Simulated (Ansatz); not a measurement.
The pair A = H4Sn (SMILES [SnH4]) (first 5 atoms), B = CH4 (SMILES C); geometry from B3LYP-D3(BJ)/def2-TZVP.
(charge 0, multiplicity 1):
```tsv
atom	x (Å)	y (Å)	z (Å)
Sn	0.1336	0.1521	-0.0877
H	-1.2914	0.9323	0.4394
H	0.0729	-1.5006	0.3389
H	0.2617	0.2942	-1.7866
H	1.4919	0.8835	0.6450
C	-0.1323	-0.1510	3.7904
H	0.8442	0.2613	3.5399
H	-0.2186	-0.2470	4.8718
H	-0.9131	0.5132	3.4223
H	-0.2420	-1.1321	3.3300
```

Frozen-core correlation. Filled d and f shells under p-block atoms count as core.

Codes used: Ansatz (Gaussian basis) for Hartree–Fock, density functionals and correlated methods.  In def2 rows elements past Kr take small-core potentials, without spin–orbit coupling.

Total energies (hartree), monomers frozen at their geometry in the pair:

```csv
structure,HF/def2-SVPD,HF/def2-TZVPPD,CCSD(T)/def2-SVPD
AB,-255.8024355,-255.8578957,-256.1417285
A in the pair's basis,-215.6334694,-215.6444224,-215.7743904
B in the pair's basis,-40.1699980,-40.2144496,-40.3664377
A,-215.6333901,-215.6443924,-215.7738299
B,-40.1698898,-40.2144369,-40.3659053
```

**Question.** Work out the interaction energy without and with the counterpoise correction, and the superposition error, for each level.

**Answer.** 
E(AB) − E(A) − E(B), times 627.509 kcal/mol, with the monomers in their own basis and then in the pair's basis:
- HF/def2-SVPD: 0.53 uncorrected, 0.65 corrected; the monomers gain 0.12 kcal/mol from borrowed functions
- HF/def2-TZVPPD: 0.59 uncorrected, 0.61 corrected; the monomers gain 0.03 kcal/mol from borrowed functions
- CCSD(T)/def2-SVPD: -1.25 uncorrected, -0.57 corrected; the monomers gain 0.69 kcal/mol from borrowed functions

Ansatz is a first-principles code.
